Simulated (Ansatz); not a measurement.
`O[SiH](F)[NH][GeH3]` + CH₃OH → `C[O][GeH3]` + `N[SiH](O)F`  (ligand exchange at a Ge–N bond)

Calculated with Ansatz (gas phase, PBE0-D4/def2-TZVP geometries, no zero-point term in ΔE). CCSD(T)/CBS is the MP2 limit (def2-TZVPP, def2-QZVPP) plus CCSD(T) − MP2 in def2-TZVPP, frozen cores. This one scheme is used for every species. DFT in def2-TZVPP. B3LYP here is the variant with VWN-RPA as its local correlation; programs differ in this. HSE06 is defined as in plane-wave codes. For Ge outer-core shells are correlated without core-valence functions, which leaves a few kJ/mol of doubt a bond. Scalar relativity is left out up to krypton. Each species was taken in one conformer, which may not be the lowest.

| level | ΔE (kJ/mol) | difference from CCSD(T)/CBS |
| --- | --- | --- |
| LDA (SPW92) | -16.2 | -4.1 |
| PBE-D4 | -14.8 | -2.7 |
| revPBE-D4 | -14.4 | -2.3 |
| BLYP-D4 | -18.1 | -6.0 |
| PBE0-D4 | -12.1 | 0.0 |
| B3LYP-D4 | -15.9 | -3.8 |
| r2SCANh-D4 | -16.3 | -4.2 |
| r2SCAN0-D4 | -14.6 | -2.5 |
| HSE06-D4 | -12.1 | 0.0 |
| BHLYP-D4 | -13.7 | -1.6 |
| CAM-B3LYP-D4 | -17.0 | -4.9 |
| ωB97X-V | -15.4 | -3.3 |
| ωB97M-V | -14.5 | -2.4 |
| B2PLYP | -18.1 | -6.0 |
| PBE-QIDH | -12.9 | -0.8 |
| revPBE | -17.7 | -5.6 |
| BLYP | -22.7 | -10.6 |
| r2SCAN | -18.3 | -6.2 |
| PBE0 | -14.6 | -2.5 |
| B3LYP | -20.1 | -8.0 |
| r2SCANh | -17.1 | -5.0 |
| r2SCAN0 | -15.6 | -3.5 |
| HSE06 | -14.5 | -2.4 |
| BHLYP | -18.4 | -6.3 |
| CAM-B3LYP | -19.7 | -7.6 |
| LC-ωPBE | -14.6 | -2.5 |
| RPA@PBE/def2-TZVPP | -11.9 | 0.2 |
| MP2/def2-SVP | -10.8 | 1.3 |
| CCSD/def2-SVP | -9.9 | 2.2 |
| CCSD(T)/def2-SVP | -9.9 | 2.2 |
| HF/def2-TZVPP | -17.8 | -5.7 |
| MP2/def2-TZVPP | -13.1 | -1.0 |
| SCS-MP2/def2-TZVPP | -14.5 | -2.4 |
| CCSD/def2-TZVPP | -12.6 | -0.5 |
| CCSD(T)/def2-TZVPP | -12.4 | -0.3 |
| HF/def2-QZVPP | -18.4 | -6.3 |
| MP2/def2-QZVPP | -13.1 | -1.0 |
| SCS-MP2/def2-QZVPP | -14.5 | -2.4 |
| HF/CBS(def2) | -18.4 | -6.3 |
| MP2/CBS(def2) | -12.7 | -0.6 |
| CCSD(T)/CBS | -12.1 | 0 |

(1) What do rigid-rotor, harmonic-oscillator terms from PBE0-D4/def2-TZVP frequencies (298.15 K, 1 bar) make of the CCSD(T)/CBS value? (Best estimate.)

Largest T1 diagnostic among the species: 0.012.

Answers

(1) The calculation gave: ΔZPE = +0.2 kJ/mol, ΔH = -13.4 kJ/mol, ΔS = -12 J/(mol·K), ΔG = -9.9 kJ/mol. Modes under 50 cm⁻¹ make the entropy rough.

Leaving LDA and LC-ωPBE aside and taking each functional with its dispersion term where it has one, the values, not all of them listed here, spread over 8.3 kJ/mol, from B97M-V to HSE06-D4. In def2-TZVPP, CCSD(T) changes the Hartree–Fock value by +5.4 kJ/mol (the triples alone add +0.2 kJ/mol) and MP2 by +4.8 kJ/mol.
